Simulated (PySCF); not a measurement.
# Cr(2+): ionisation energy

Cr(2+) [Ar] 3d4 (5D) → Cr(3+) [Ar] 3d3 (4F), as a difference of total energies. Calculation: PySCF 2.14, in aug-cc-pVDZ-DK; the spin-free X2C one-electron Hamiltonian (Gaussian nucleus). Correlated levels: valence: [Ar] frozen. The calculations carry no spin-orbit coupling.

```
           method  ionisation energy (eV)  difference from reference (eV)
              UHF                  29.920                          -1.039
             MN15                  31.964                          +1.005
            B3LYP                  31.578                          +0.619
    MP2 (valence)                  30.489                          -0.470
SCS-MP2 (valence)                  30.110                          -0.849
```

Reference: 30.959 ± 0.025 eV (measured; NIST Atomic Spectra Database, ionization energies).

The reference lies between the lowest fine-structure levels, while these numbers refer to the centres of the terms.

Errors of the correlated levels include the incompleteness of this basis and the frozen core.
